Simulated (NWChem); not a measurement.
System: CdIBr; SMILES [Br][Cd][I]

Input file for NWChem:

```
start job
memory heap 200 mb stack 900 mb global 1100 mb
geometry units angstroms noautoz
  Cd    -0.042469     0.352238     0.000000
  Br    -0.173169     2.776453     0.000000
  I      0.097496    -2.245311     0.000000
end
basis spherical
  * library def2-tzvp
end
ecp
  Cd library def2-ecp
  I library def2-ecp
end
dft
  xc n12
  iterations 150
  mulliken
end
task dft energy
```

NWChem printed, in part:

```
             Northwest Computational Chemistry Package (NWChem) 7.3.0
             --------------------------------------------------------

 ORDER OF PRIMARY AXIS IS BEING SET TO 4
 C4V symmetry detected

                             Geometry "geometry" -> ""
                             -------------------------

 Output coordinates in angstroms (scale by  1.889725989 to convert to a.u.)

  No.       Tag          Charge          X              Y              Z
 ---- ---------------- ---------- -------------- -------------- --------------
    1 Cd                  48.0000     0.00000000     0.00000000     0.38896367
    2 Br                  35.0000     0.00000000     0.00000000     2.81669941
    3 I                   53.0000     0.00000000     0.00000000    -2.21235350

 Effective nuclear repulsion energy (a.u.)    1078.9001499523

      Symmetry information
      --------------------

 Group name             C4v
 Group number             18
 Group order               8
 No. of unique centers     3

                                 NWChem DFT Module
                                 -----------------

 Summary of "ao basis" -> "ao basis" (spherical)
 ------------------------------------------------------------------------------
       Tag                 Description            Shells   Functions and Types
 ---------------- ------------------------------  ------  ---------------------
 Cd                        def2-tzvp                14       40   6s4p3d1f
 Br                        def2-tzvp                16       48   6s5p4d1f
 I                         def2-tzvp                16       50   6s5p3d2f

      Symmetry analysis of basis
      --------------------------

        a1         46
        a2          0
        b1         14
        b2         14
        e          64

            General Information
            -------------------
          SCF calculation type: DFT
          Wavefunction type:  closed shell.
          No. of atoms     :     3
          No. of electrons :    80
           Alpha electrons :    40
            Beta electrons :    40
          Charge           :     0
          Spin multiplicity:     1
          Use of symmetry is: on ; symmetry adaption is: on
          Maximum number of iterations: 150
          AO basis - number of functions:   138
                     number of shells:    46
          Convergence on energy requested:  1.00D-06
          Convergence on density requested:  1.00D-05
          Convergence on gradient requested:  5.00D-04

              XC Information
              --------------
                          N12 Method XC Functional
                           N12 Exchange Functional  1.000
                         N12 Correlation Potential  1.000

             Grid Information
             ----------------
          Grid used for XC integration:  medium
          Radial quadrature: Mura-Knowles
          Angular quadrature: Lebedev.
          Tag              B.-S. Rad. Rad. Pts. Rad. Cut. Ang. Pts.
          ---              ---------- --------- --------- ---------
          Cd                  1.55      123          10.0       590
          Br                  1.15      112          14.0       590
          I                   1.40      123          13.0       590
          Grid pruning is: on
          Number of quadrature shells:   358
          Spatial weights used:  Erf1

      Superposition of Atomic Density Guess
      -------------------------------------

 Sum of atomic energies:       -3111.47572799

      Non-variational initial energy
      ------------------------------

 Total energy =   -3036.246432
 1-e energy   =   -5088.897851
 2-e energy   =    1706.286996
 HOMO         =      -0.353657
 LUMO         =      -0.065167

      Symmetry analysis of molecular orbitals - initial
      -------------------------------------------------

 !! scf_movecs_sym_adapt:   28 vectors were symmetry contaminated

  Symmetry fudging

 !! scf_movecs_sym_adapt:   28 vectors were symmetry contaminated

  Numbering of irreducible representations:

     1 a1          2 a2          3 b1          4 b2          5 e

  Orbital symmetries:

     1 a1          2 a1          3 a1          4 e           5 e
     6 a1          7 a1          8 a1          9 e          10 e
    11 a1         12 e          13 e          14 a1         15 a1
    16 e          17 e          18 b2         19 b1         20 a1
    21 e          22 e          23 a1         24 e          25 e
    26 b1         27 b2         28 a1         29 a1         30 a1
    31 e          32 e          33 b2         34 b1         35 a1
    36 a1         37 e          38 e          39 e          40 e
    41 a1         42 e          43 e          44 a1         45 a1
    46 a1         47 e          48 e          49 a1         50 e

     ---------------------------------------------
      Total Density - Mulliken Population Analysis
     ---------------------------------------------

    Atom       Charge   Shell Charges
 -----------   ------   -------------------------------------------------------
    1 Cd  20    18.89   0.04 -0.42  1.58  0.80  0.51  0.22  5.18  0.81  0.17  0.03  5.94  3.27  0.77  0.00
    2 Br  35    35.61   2.00  2.00  1.16  0.78  1.01  1.01  6.00  5.94  1.31  2.97  1.42  8.99  1.02 -0.01  0.02  0.00
    3 I   25    25.50   0.19 -0.77  1.58  1.01  1.10  0.85 -0.49  6.45  1.38  3.01  1.19  9.23  0.76  0.03  0.00  0.00

 !! scf_movecs_sym_adapt:    2 vectors were symmetry contaminated

  Symmetry fudging

[...]
```

Level: N12/def2-TZVP with def2 effective core potentials on Cd, I. The geometry was optimised at PBE-D3(BJ)/def2-SVP. def2 effective core potentials on Cd, I; no spin-orbit coupling.
